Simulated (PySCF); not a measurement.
**Telling isomers of C4H9FO2Si2 apart by NMR**

Level of theory: GIAO PBE0/pcSseg-1 shieldings, geometry from GFN2-xTB, in PySCF 2.14 (non-relativistic, no solvent model, fast rotation and ring inversion assumed for equivalent nuclei, single conformer).

δ = σ(ref) − σ, references computed at the same level: ¹H (31.72 ppm), ¹³C (186.93 ppm) against TMS. Splittings of carbon signals by F and P are missing where no couplings were computed. Where no couplings were computed, multiplicities follow the n + 1 count of equivalent neighbours, and m marks all less simple cases (inequivalent or close neighbours, rings, F or P nearby). Acid and N–H amide carbonyl carbons lie up to 10 ppm further downfield in solution (hydrogen bonding). Shifts are as computed. Against solution values, carbons near 30 ppm lie about +3 ppm off and those near 130 ppm about +5 ppm. Of 1211 compounds with measured shifts, 218 miss one by over three times the rms of a fit or turn the order of signals round; such compounds aren't used in these exercises. OH and NH positions are gas-phase values without hydrogen bonding to other molecules.

(1) Tabulate the signals of `COC1=C(C)O[Si@H](F)[SiH2]1`, `O=C(O)[SiH2]C/C([SiH3])=C\F` and their relative energies.

(2) What is the quickest way to tell COC1=C(C)O[Si@H](F)[SiH2]1 from O=C(O)[SiH2]C/C([SiH3])=C\F?

Answers

(1) 
```tsv
SMILES	carbon types	δC	δH	E rel. (kcal/mol)
COC1=C(C)O[Si@H](F)[SiH2]1	2×C 2×CH3	160.7, 140.8, 62.1, 17.1	5.45 (m, 1H), 4.70 (m, 1H), 4.17 (m, 1H), 3.87 (s, 3H), 2.02 (s, 3H)	0.0
O=C(O)[SiH2]C/C([SiH3])=C\F	2×C 1×CH 1×CH2	185.3, 161.4, 113.2, 10.8	6.79 (br s, 1H), 6.70 (m, 1H), 4.43 (t, 2H), 4.17 (s, 3H), 2.26 (t, 2H)	43.6
```

Energies are electronic energies at PBE0/pcSseg-1 on these geometries, without zero-point or thermal terms, each for the one conformer computed, which needn't be the lowest.

(2) Both give the same number of carbon signals, but DEPT or the intensities differ. The first has a methyl carbon bonded to O (CH3) at 62.1 ppm, the second an alkene CH at 161.4 ppm. Their most deshielded carbons lie at 160.7 and 185.3 ppm. In the proton spectra the most deshielded non-exchanging signals are 5.45 (m, 1H) and 6.70 (m, 1H).
